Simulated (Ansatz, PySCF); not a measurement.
Spin states of HNbO (SMILES [OH][Nb]), each relaxed with B3LYP-D3(BJ)/def2-TZVP.
State 1 (charge 0, multiplicity 5):
```csv
atom,x (Å),y (Å),z (Å)
Nb,-0.9691,-0.7059,-0.8904
O,0.3378,-0.0863,0.3594
H,0.5982,0.8396,0.4607
```
State 2 (charge 0, multiplicity 3):
```xyz
3

Nb    -0.974    -0.788    -0.881
O      0.227     0.048     0.219
H      0.714     0.787     0.591
```

Singlets are restricted, other states unrestricted; no spin–orbit coupling, no relativity up to Kr; see below for the cores. The largest T1 diagnostic is 0.053.

Programs: Ansatz (a program for electronic structure); PySCF for the dispersion terms. Each number belongs to the level named beside it. In def2 rows elements past Kr take small-core potentials, without spin–orbit coupling.

```json
[
 {"level": "SVWN5/def2-TZVPP", "energy of the multiplicity-3 state less that of the multiplicity-5 state (eV)": "0.364"},
 {"level": "BLYP/def2-TZVPP", "energy of the multiplicity-3 state less that of the multiplicity-5 state (eV)": "0.296"},
 {"level": "BLYP-D4/def2-TZVPP", "energy of the multiplicity-3 state less that of the multiplicity-5 state (eV)": "0.295"},
 {"level": "B97M-V/def2-TZVPP", "energy of the multiplicity-3 state less that of the multiplicity-5 state (eV)": "0.625"},
 {"level": "B3LYP/def2-TZVPP", "energy of the multiplicity-3 state less that of the multiplicity-5 state (eV)": "0.355"},
 {"level": "B3LYP-D4/def2-TZVPP", "energy of the multiplicity-3 state less that of the multiplicity-5 state (eV)": "0.354"},
 {"level": "CAM-B3LYP/def2-TZVPP", "energy of the multiplicity-3 state less that of the multiplicity-5 state (eV)": "0.306"},
 {"level": "wB97X-V/def2-TZVPP", "energy of the multiplicity-3 state less that of the multiplicity-5 state (eV)": "…"},
 {"level": "wB97M-V/def2-TZVPP", "energy of the multiplicity-3 state less that of the multiplicity-5 state (eV)": "0.296"}
]
```

Q: Some entries are withheld; supply them.

A: 
- wB97X-V/def2-TZVPP, energy of the multiplicity-3 state less that of the multiplicity-5 state (eV): 0.285

Doubts at one or more of the structures used: a spin-contaminated determinant (SVWN5/def2-TZVPP, BLYP/def2-TZVPP, BLYP-D4/def2-TZVPP, B97M-V/def2-TZVPP, B3LYP/def2-TZVPP, B3LYP-D4/def2-TZVPP, CAM-B3LYP/def2-TZVPP, wB97X-V/def2-TZVPP, wB97M-V/def2-TZVPP).
